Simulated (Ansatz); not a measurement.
Geometry optimisation, UKS PBE0-D4/cc-pVDZ in Ansatz.

Input file:

```yaml
crystal:
  periodic: [false, false, false]
  atoms:
    - { symbol: Al, position_ang: [-1.2604, 0.5676, -0.5739] }
    - { symbol: Si, position_ang: [0.7647, -0.0212, 1.1257] }
    - { symbol: "N", position_ang: [-0.4151, -0.4631, -1.7014] }
    - { symbol: H, position_ang: [0.4213, -0.4887, -0.6617] }
    - { symbol: Cl, position_ang: [-2.8894, 1.7533, -0.2631] }
    - { symbol: H, position_ang: [0.8646, -1.4434, 1.4983] }
    - { symbol: H, position_ang: [2.123, 0.3852, 0.7151] }
    - { symbol: H, position_ang: [0.5885, 0.6615, 2.4176] }
    - { symbol: H, position_ang: [-0.1973, -0.9511, -2.5566] }
magnetization:
  spin_polarized: true
basis:
  gaussian: { orbitals: cc-pVDZ }
hamiltonian:
  xc: pbe0
  dispersion: d4
relax:
  f_tol: 0.15
  max_steps: 25
  restrain:
    - { distance: [3, 1], at: 1.42, k: 30.0 }
    - { distance: [0, 1], at: 3.62, k: 30.0 }
    - { distance: [3, 2], at: 2.32, k: 30.0 }
```

Run as:

```bash
$ ansatz run input.yaml --threads 2 --pin off --max-ram 3072MiB --backend cpu --events-out ev --progress --plain --runs-dir out
```

Task: Where does it end, and by what steps?

Result: It converged. The restraints hold the end off the free minimum. After 12 steps the energy has risen by 0.574 eV (the restraints' own energy left out); H4 moved furthest, 1.00 Å. Parted: Al1–Si2. Joined: Si2–H4.

```tsv
step	energy less start (eV)	largest force component (eV/Å)	accepted
0	0.0000	4.192	yes
1	1.6547	3.857	yes
2	2.4488	3.551	yes
3	1.9900	1.974	yes
4	1.1987	1.179	yes
5	0.9023	0.846	yes
6	0.8586	1.052	yes
7	0.8432	1.096	yes
8	0.7649	0.953	yes
9	0.7292	2.287	yes
10	0.6846	1.805	yes
11	0.5874	0.788	yes
12	0.5743	0.699	yes
```

```xyz
9
Properties=species:S:1:pos:R:3
Al -1.482 0.404 -1.255
Si 1.032 -0.113 1.288
N -0.359 -0.595 -2.050
H 0.141 0.033 0.142
Cl -2.731 1.628 -0.073
H 0.986 -1.543 1.723
H 2.407 0.264 0.838
H 0.587 0.781 2.403
H -0.581 -0.859 -3.016
```

Whether the end is a true minimum wasn't checked by a vibrational analysis.

Run time: 52 s on 2 threads of Arm Neoverse V2 (shared host), peak memory 0.29 GiB.
